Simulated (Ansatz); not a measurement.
Relaxation of `Sc1sc(-c2sc(-c3sc(S)c4c3OCCO4)c3c2OCCO3)c2c1OCCO2` with RKS PBE-D4/def2-SVP.

```sh
$ ansatz run in.yaml --threads 2 --pin off --events-out ev --progress --plain --max-ram 32768MiB --backend cuda --devices 0, --max-vram 18GiB
```

```yaml
crystal:
  periodic: [false, false, false]
  atoms:
    - {symbol: S, position_ang: [-6.735430, -1.502090, 0.227890]}
    - {symbol: C, position_ang: [-5.077570, -0.938050, 0.208750]}
    - {symbol: S, position_ang: [-3.732500, -2.022070, 0.039730]}
    - {symbol: C, position_ang: [-2.600340, -0.694640, 0.096400]}
    - {symbol: C, position_ang: [-1.205370, -0.920390, 0.001750]}
    - {symbol: S, position_ang: [-0.021030, 0.358860, 0.045290]}
    - {symbol: C, position_ang: [1.285810, -0.779910, -0.141980]}
    - {symbol: C, position_ang: [2.650390, -0.403080, -0.188000]}
    - {symbol: S, position_ang: [3.906400, -1.601570, -0.367890]}
    - {symbol: C, position_ang: [5.139000, -0.379790, -0.332010]}
    - {symbol: S, position_ang: [6.844740, -0.760900, -0.448400]}
    - {symbol: C, position_ang: [4.604320, 0.871560, -0.181600]}
    - {symbol: C, position_ang: [3.192970, 0.859260, -0.099010]}
    - {symbol: O, position_ang: [2.451850, 1.994330, 0.061620]}
    - {symbol: C, position_ang: [3.253580, 3.081990, 0.477730]}
    - {symbol: C, position_ang: [4.534950, 3.164370, -0.356200]}
    - {symbol: O, position_ang: [5.346830, 2.026590, -0.138240]}
    - {symbol: C, position_ang: [0.804380, -2.070210, -0.228550]}
    - {symbol: C, position_ang: [-0.596520, -2.149380, -0.150070]}
    - {symbol: O, position_ang: [-1.283110, -3.327180, -0.230470]}
    - {symbol: C, position_ang: [-0.468930, -4.367260, -0.738790]}
    - {symbol: C, position_ang: [0.909260, -4.359530, -0.069990]}
    - {symbol: O, position_ang: [1.607930, -3.165440, -0.367040]}
    - {symbol: C, position_ang: [-3.263010, 0.504880, 0.229510]}
    - {symbol: C, position_ang: [-4.668220, 0.365420, 0.295320]}
    - {symbol: O, position_ang: [-5.519200, 1.432500, 0.449370]}
    - {symbol: C, position_ang: [-4.820330, 2.584670, 0.880290]}
    - {symbol: C, position_ang: [-3.540370, 2.779960, 0.063400]}
    - {symbol: O, position_ang: [-2.635840, 1.716140, 0.284460]}
    - {symbol: H, position_ang: [-7.237380, -0.285970, 0.434120]}
    - {symbol: H, position_ang: [7.214450, 0.517910, -0.419830]}
    - {symbol: H, position_ang: [2.645460, 3.977430, 0.348400]}
    - {symbol: H, position_ang: [3.521350, 2.965170, 1.537250]}
    - {symbol: H, position_ang: [4.268930, 3.232700, -1.419880]}
    - {symbol: H, position_ang: [5.136590, 4.028060, -0.069420]}
    - {symbol: H, position_ang: [-0.344380, -4.242180, -1.822760]}
    - {symbol: H, position_ang: [-0.998590, -5.297920, -0.532670]}
    - {symbol: H, position_ang: [0.783150, -4.453210, 1.016870]}
    - {symbol: H, position_ang: [1.529050, -5.176440, -0.440490]}
    - {symbol: H, position_ang: [-4.560030, 2.486500, 1.943090]}
    - {symbol: H, position_ang: [-5.501930, 3.425020, 0.744120]}
    - {symbol: H, position_ang: [-3.801000, 2.832590, -1.002930]}
    - {symbol: H, position_ang: [-3.020330, 3.691270, 0.360860]}
basis:
  gaussian: {orbitals: def2-SVP, fitting: {mean_field: def2-universal-jkfit}}
hamiltonian: {xc: pbe, dispersion: d4}
scf: {lower_state_search: "off"}
output: {orbitals: {seedname: orbitals}}
relax: {f_tol: 0.03, max_steps: 70}
```

Run time 99 s (2 threads of AMD EPYC 7R13 on a shared host and a share (18 GiB) of an NVIDIA H100 80GB HBM3), peak host memory 1.1 GiB.

Positions (Å) and forces (eV/Å) at steps 1, 2, 3, 4, 5, 6 of 23:

```xyz
43
step=1 energy=-85253.8332 eV
S    -6.735   -1.502    0.228    0.027   -0.956   -0.129
C    -5.078   -0.938    0.209   -0.522   -0.481   -0.051
S    -3.732   -2.022    0.040   -0.327   -0.367    0.006
C    -2.600   -0.695    0.096    0.317   -0.198   -0.042
C    -1.205   -0.920    0.002   -0.220    0.191    0.022
S    -0.021    0.359    0.045   -0.016    0.370    0.032
C     1.286   -0.780   -0.142    0.195    0.217    0.009
C     2.650   -0.403   -0.188   -0.286   -0.232    0.012
S     3.906   -1.602   -0.368    0.391   -0.340   -0.073
C     5.139   -0.380   -0.332    0.555   -0.426   -0.028
S     6.845   -0.761   -0.448    0.053   -0.967   -0.053
C     4.604    0.872   -0.182    0.223    0.751   -0.008
C     3.193    0.859   -0.099   -0.098    0.470    0.073
O     2.452    1.994    0.062   -0.284   -0.269   -0.154
C     3.254    3.082    0.478    0.405   -0.027   -0.356
C     4.535    3.164   -0.356   -0.389   -0.144    0.345
O     5.347    2.027   -0.138    0.211   -0.502    0.130
C     0.804   -2.070   -0.229    0.113   -0.415   -0.036
C    -0.597   -2.149   -0.150   -0.057   -0.433   -0.047
O    -1.283   -3.327   -0.230   -0.173    0.249    0.204
C    -0.469   -4.367   -0.739    0.456    0.080    0.283
C     0.909   -4.360   -0.070   -0.468    0.078   -0.265
O     1.608   -3.165   -0.367    0.137    0.285   -0.148
C    -3.263    0.505    0.230    0.052    0.476    0.015
C    -4.668    0.365    0.295   -0.300    0.717    0.127
O    -5.519    1.433    0.449   -0.162   -0.471   -0.214
C    -4.820    2.585    0.880    0.401   -0.028   -0.352
C    -3.540    2.780    0.063   -0.399   -0.145    0.337
O    -2.636    1.716    0.284    0.314   -0.272    0.115
H    -7.237   -0.286    0.434   -0.292    0.783    0.149
H     7.214    0.518   -0.420    0.223    0.827    0.001
H     2.645    3.977    0.348   -0.271    0.531   -0.018
H     3.521    2.965    1.537    0.108    0.019    0.514
H     4.269    3.233   -1.420   -0.126    0.129   -0.520
H     5.137    4.028   -0.069    0.233    0.511    0.110
H    -0.344   -4.242   -1.823    0.048   -0.021   -0.541
H    -0.999   -5.298   -0.533   -0.211   -0.539    0.047
H     0.783   -4.453    1.017   -0.042   -0.123    0.532
H     1.529   -5.176   -0.440    0.267   -0.500   -0.152
H    -4.560    2.486    1.943    0.117    0.037    0.533
H    -5.502    3.425    0.744   -0.302    0.502   -0.020
H    -3.801    2.833   -1.003   -0.109    0.106   -0.508
H    -3.020    3.691    0.361    0.206    0.527    0.117
43
step=2 energy=-85254.0624 eV
S    -6.807   -1.489    0.236    0.006   -0.362   -0.075
C    -5.143   -0.927    0.201   -0.144   -0.044    0.021
S    -3.798   -2.020    0.044   -0.087   -0.295   -0.024
C    -2.629   -0.709    0.092    0.193    0.082    0.010
C    -1.222   -0.948   -0.004   -0.152   -0.103   -0.005
S    -0.018    0.324    0.038   -0.020    0.365    0.036
C     1.307   -0.807   -0.146    0.160   -0.087   -0.019
C     2.683   -0.417   -0.187   -0.199    0.062    0.008
S     3.975   -1.594   -0.370    0.126   -0.287   -0.033
C     5.205   -0.364   -0.321    0.147   -0.015   -0.027
S     6.916   -0.740   -0.451    0.023   -0.374    0.008
C     4.645    0.890   -0.175    0.053    0.275    0.045
C     3.223    0.860   -0.097   -0.021    0.135    0.010
O     2.471    1.993    0.049   -0.107   -0.120   -0.051
C     3.257    3.101    0.471    0.234    0.019   -0.105
C     4.550    3.192   -0.342   -0.224    0.014    0.112
O     5.372    2.053   -0.115    0.067   -0.214    0.036
C     0.812   -2.104   -0.235    0.039   -0.133   -0.007
C    -0.599   -2.183   -0.153   -0.018   -0.138   -0.019
O    -1.280   -3.367   -0.223   -0.094    0.096    0.067
C    -0.469   -4.417   -0.738    0.239   -0.009    0.107
C     0.912   -4.409   -0.078   -0.241   -0.017   -0.107
O     1.609   -3.206   -0.382    0.083    0.111   -0.045
C    -3.292    0.504    0.228    0.004    0.130    0.012
C    -4.710    0.381    0.292   -0.078    0.276    0.006
O    -5.548    1.459    0.431   -0.052   -0.208   -0.073
C    -4.840    2.613    0.872    0.225    0.054   -0.105
C    -3.548    2.796    0.073   -0.230   -0.018    0.102
O    -2.655    1.712    0.298    0.117   -0.113    0.034
H    -7.298   -0.255    0.486   -0.106    0.297    0.078
H     7.277    0.563   -0.465    0.077    0.315   -0.020
H     2.640    4.003    0.329   -0.088    0.139   -0.012
H     3.512    3.000    1.548   -0.001    0.008    0.149
H     4.297    3.272   -1.420   -0.007    0.037   -0.153
H     5.139    4.075   -0.042    0.071    0.134    0.029
H    -0.351   -4.301   -1.836   -0.006   -0.011   -0.157
H    -0.996   -5.361   -0.527   -0.079   -0.146    0.011
H     0.794   -4.512    1.020    0.008   -0.038    0.154
H     1.530   -5.239   -0.456    0.093   -0.134   -0.039
H    -4.593    2.521    1.950    0.006    0.008    0.158
H    -5.513    3.474    0.727   -0.090    0.131   -0.006
H    -3.796    2.868   -1.007   -0.001    0.035   -0.145
H    -3.021    3.713    0.385    0.072    0.140    0.037
43
step=3 energy=-85254.0973 eV
S    -6.834   -1.467    0.227   -0.016    0.049   -0.009
C    -5.163   -0.913    0.196   -0.001    0.065   -0.006
S    -3.825   -2.023    0.038   -0.006   -0.068    0.021
C    -2.634   -0.719    0.094    0.067    0.100   -0.002
C    -1.226   -0.971   -0.004   -0.075   -0.118   -0.007
S    -0.015    0.308    0.035   -0.007    0.095    0.005
C     1.315   -0.830   -0.154    0.087   -0.111   -0.010
C     2.691   -0.426   -0.193   -0.076    0.090    0.016
S     4.004   -1.595   -0.368    0.012   -0.062   -0.030
C     5.225   -0.348   -0.313   -0.003    0.068    0.015
S     6.943   -0.718   -0.434    0.009    0.046    0.017
C     4.649    0.904   -0.164    0.016   -0.003    0.017
C     3.224    0.860   -0.101    0.006   -0.035   -0.010
O     2.461    1.988    0.035   -0.007   -0.024   -0.002
C     3.234    3.110    0.464    0.053    0.040    0.002
C     4.537    3.211   -0.327   -0.071    0.043    0.002
O     5.365    2.071   -0.089    0.006   -0.046   -0.005
C     0.815   -2.131   -0.240    0.014    0.032   -0.010
C    -0.599   -2.210   -0.154   -0.016    0.029    0.015
O    -1.279   -3.396   -0.214   -0.018    0.024    0.006
C    -0.470   -4.452   -0.734    0.064   -0.030   -0.014
C     0.914   -4.444   -0.088   -0.062   -0.040    0.008
O     1.610   -3.234   -0.395    0.015    0.026   -0.001
C    -3.292    0.504    0.230   -0.001   -0.036    0.003
C    -4.715    0.396    0.282   -0.014   -0.002   -0.016
O    -5.543    1.481    0.410   -0.003   -0.046   -0.003
C    -4.830    2.634    0.861    0.065    0.051    0.008
C    -3.527    2.807    0.082   -0.058    0.034    0.004
O    -2.645    1.707    0.311    0.011   -0.022   -0.001
H    -7.311   -0.227    0.547    0.010   -0.043    0.007
H     7.290    0.600   -0.516   -0.005   -0.042   -0.015
H     2.609    4.010    0.305    0.001   -0.022   -0.004
H     3.465    3.021    1.552   -0.016   -0.003   -0.033
H     4.307    3.298   -1.415    0.011   -0.006    0.029
H     5.117    4.101   -0.012   -0.004   -0.023   -0.002
H    -0.367   -4.345   -1.839   -0.012    0.000    0.021
H    -0.999   -5.400   -0.515    0.000    0.020    0.003
H     0.812   -4.554    1.017    0.011    0.005   -0.021
H     1.533   -5.277   -0.474   -0.002    0.020    0.001
H    -4.604    2.545    1.950   -0.010   -0.002   -0.028
H    -5.497    3.506    0.705    0.006   -0.022   -0.003
H    -3.754    2.895   -1.007    0.016   -0.008    0.032
H    -2.993    3.720    0.410    0.002   -0.022   -0.001
43
step=4 energy=-85254.1029 eV
S    -6.838   -1.428    0.106   -0.073    0.281    0.156
C    -5.163   -0.889    0.169   -0.054   -0.139   -0.017
S    -3.833   -2.023    0.089    0.041    0.084   -0.081
C    -2.629   -0.722    0.119   -0.089   -0.170    0.006
C    -1.227   -0.987    0.012    0.121    0.163    0.039
S    -0.015    0.301    0.030    0.008   -0.119   -0.010
C     1.318   -0.843   -0.176   -0.137    0.157   -0.008
C     2.686   -0.425   -0.221    0.106   -0.154   -0.035
S     4.013   -1.584   -0.420   -0.044    0.065    0.091
C     5.225   -0.329   -0.283    0.061   -0.138   -0.008
S     6.945   -0.702   -0.310    0.043    0.304   -0.096
C     4.637    0.914   -0.129   -0.044    0.067   -0.028
C     3.211    0.860   -0.108   -0.002    0.071   -0.033
O     2.435    1.980    0.015    0.029    0.012    0.004
C     3.192    3.110    0.458   -0.074   -0.019    0.020
C     4.508    3.220   -0.298    0.080   -0.072    0.005
O     5.342    2.084   -0.038   -0.024    0.056    0.016
C     0.816   -2.140   -0.257    0.022   -0.046    0.013
C    -0.598   -2.221   -0.141   -0.020   -0.044   -0.024
O    -1.278   -3.407   -0.185    0.049   -0.029   -0.006
C    -0.474   -4.464   -0.719   -0.080    0.029    0.002
C     0.918   -4.453   -0.103    0.079    0.037    0.004
O     1.610   -3.241   -0.425   -0.048   -0.034    0.003
C    -3.278    0.505    0.236   -0.006    0.064    0.045
C    -4.703    0.413    0.251    0.037    0.069    0.041
O    -5.521    1.505    0.367    0.019    0.060   -0.006
C    -4.802    2.651    0.837   -0.071   -0.079   -0.020
C    -3.487    2.811    0.088    0.076   -0.008   -0.022
O    -2.619    1.700    0.326   -0.032    0.008   -0.002
H    -7.318   -0.291    0.719    0.100   -0.267   -0.115
H     7.303    0.572   -0.696   -0.069   -0.285    0.060
H     2.561    4.002    0.281   -0.012    0.017    0.002
H     3.393    3.023    1.550    0.006    0.017    0.028
H     4.310    3.303   -1.392   -0.005    0.006   -0.010
H     5.077    4.110    0.031    0.000    0.028    0.003
H    -0.399   -4.358   -1.825    0.005   -0.007   -0.010
H    -1.000   -5.409   -0.484    0.001   -0.021   -0.003
H     0.844   -4.561    1.003   -0.004   -0.010    0.008
H     1.533   -5.282   -0.503    0.000   -0.022    0.000
H    -4.604    2.553    1.930    0.004    0.004    0.010
H    -5.459    3.526    0.669   -0.002    0.027    0.002
H    -3.687    2.904   -1.004   -0.008    0.020   -0.024
H    -2.947    3.714    0.431    0.011    0.019    0.001
43
step=5 energy=-85254.1089 eV
S    -6.839   -1.437    0.169   -0.016    0.109    0.024
C    -5.164   -0.895    0.175   -0.011   -0.033   -0.037
S    -3.832   -2.021    0.046    0.002    0.033    0.038
C    -2.630   -0.723    0.108   -0.034   -0.036   -0.031
C    -1.225   -0.985    0.008    0.030    0.039   -0.008
S    -0.015    0.299    0.030    0.002   -0.030   -0.002
C     1.317   -0.842   -0.171   -0.034    0.035    0.013
C     2.688   -0.428   -0.211    0.038   -0.037    0.024
S     4.012   -1.591   -0.377   -0.006    0.039   -0.031
C     5.225   -0.333   -0.289    0.012   -0.038    0.030
S     6.946   -0.699   -0.371    0.006    0.107   -0.002
C     4.638    0.912   -0.136   -0.008    0.001   -0.006
C     3.212    0.859   -0.105   -0.004    0.009   -0.015
O     2.438    1.980    0.022    0.008    0.003   -0.002
C     3.195    3.109    0.465   -0.019   -0.010    0.005
C     4.511    3.219   -0.298    0.024   -0.008   -0.008
O     5.344    2.083   -0.046   -0.014    0.017   -0.007
C     0.816   -2.141   -0.252    0.009   -0.007   -0.014
C    -0.598   -2.222   -0.146   -0.008   -0.010    0.013
O    -1.278   -3.408   -0.194    0.013   -0.008   -0.007
C    -0.473   -4.466   -0.723   -0.022    0.007   -0.003
C     0.918   -4.455   -0.100    0.022    0.009    0.005
O     1.610   -3.243   -0.417   -0.013   -0.010    0.006
C    -3.280    0.504    0.233    0.003    0.007    0.016
C    -4.704    0.410    0.257    0.007    0.001    0.007
O    -5.523    1.502    0.373    0.013    0.017    0.010
C    -4.805    2.650    0.836   -0.023   -0.012    0.006
C    -3.490    2.810    0.081    0.020   -0.007   -0.006
O    -2.622    1.700    0.320   -0.008    0.002    0.003
H    -7.307   -0.261    0.693    0.040   -0.098   -0.023
H     7.289    0.593   -0.665   -0.029   -0.099    0.003
H     2.565    4.003    0.290    0.000   -0.001   -0.001
H     3.402    3.023    1.557   -0.003    0.002    0.002
H     4.306    3.305   -1.391   -0.002    0.003    0.004
H     5.081    4.110    0.030   -0.002    0.002    0.001
H    -0.391   -4.361   -1.830    0.001   -0.003    0.002
H    -1.000   -5.412   -0.492    0.002    0.000    0.000
H     0.836   -4.565    1.007   -0.001   -0.002   -0.003
H     1.534   -5.285   -0.496   -0.002   -0.001    0.000
H    -4.601    2.556    1.929    0.002    0.004   -0.003
H    -5.462    3.525    0.669    0.002    0.002   -0.001
H    -3.694    2.904   -1.011    0.003    0.003   -0.001
H    -2.950    3.715    0.422    0.000   -0.001    0.001
43
step=6 energy=-85254.1221 eV
S    -6.836   -1.421    0.079   -0.019    0.045    0.011
C    -5.165   -0.879    0.140    0.009    0.035   -0.013
S    -3.835   -2.011    0.043   -0.006    0.008   -0.008
C    -2.630   -0.721    0.104   -0.005   -0.034   -0.002
C    -1.225   -0.984    0.007    0.006    0.014    0.000
S    -0.015    0.298    0.029   -0.001    0.018    0.002
C     1.316   -0.841   -0.171   -0.007    0.013    0.002
C     2.687   -0.426   -0.207    0.008   -0.034   -0.004
S     4.014   -1.581   -0.373    0.004    0.007    0.009
C     5.225   -0.324   -0.252   -0.010    0.031    0.019
S     6.942   -0.700   -0.278    0.014    0.048   -0.002
C     4.633    0.923   -0.112   -0.023   -0.028   -0.001
C     3.206    0.864   -0.103    0.036    0.026   -0.013
O     2.425    1.981    0.012   -0.009   -0.008    0.001
C     3.170    3.115    0.460    0.003    0.032   -0.004
C     4.497    3.225   -0.286   -0.048    0.043    0.015
O     5.330    2.097   -0.017    0.026   -0.087   -0.005
C     0.816   -2.141   -0.253   -0.005   -0.012   -0.004
C    -0.598   -2.221   -0.146    0.007   -0.012    0.002
O    -1.278   -3.408   -0.193   -0.001    0.017    0.002
C    -0.474   -4.466   -0.721    0.014   -0.016   -0.003
C     0.919   -4.454   -0.101   -0.013   -0.017    0.000
O     1.610   -3.243   -0.418    0.000    0.017    0.001
C    -3.275    0.510    0.231   -0.039    0.020    0.018
C    -4.700    0.425    0.236    0.025   -0.026   -0.004
O    -5.511    1.523    0.348   -0.017   -0.090   -0.012
C    -4.791    2.659    0.826    0.043    0.050   -0.007
C    -3.465    2.818    0.087   -0.006    0.031    0.009
O    -2.609    1.701    0.329    0.009   -0.007   -0.003
H    -7.311   -0.392    0.844    0.018   -0.044   -0.001
H     7.305    0.494   -0.836   -0.014   -0.045   -0.006
H     2.538    4.005    0.270    0.007   -0.009   -0.002
H     3.360    3.039    1.556    0.001   -0.009   -0.008
H     4.304    3.305   -1.381    0.000    0.007    0.004
H     5.058    4.121    0.045   -0.002    0.012   -0.002
H    -0.394   -4.364   -1.829   -0.001    0.001    0.003
H    -1.000   -5.412   -0.488    0.002    0.002    0.000
H     0.839   -4.566    1.006    0.001    0.002   -0.002
H     1.534   -5.284   -0.500   -0.003    0.002    0.001
H    -4.599    2.557    1.920   -0.001    0.008   -0.003
H    -5.440    3.541    0.658    0.001    0.011    0.005
H    -3.655    2.924   -1.006    0.000   -0.010    0.006
H    -2.923    3.717    0.442   -0.006   -0.009    0.000
```

Single mean-field runs in def2-SVP are fitted with def2-universal-jkfit.
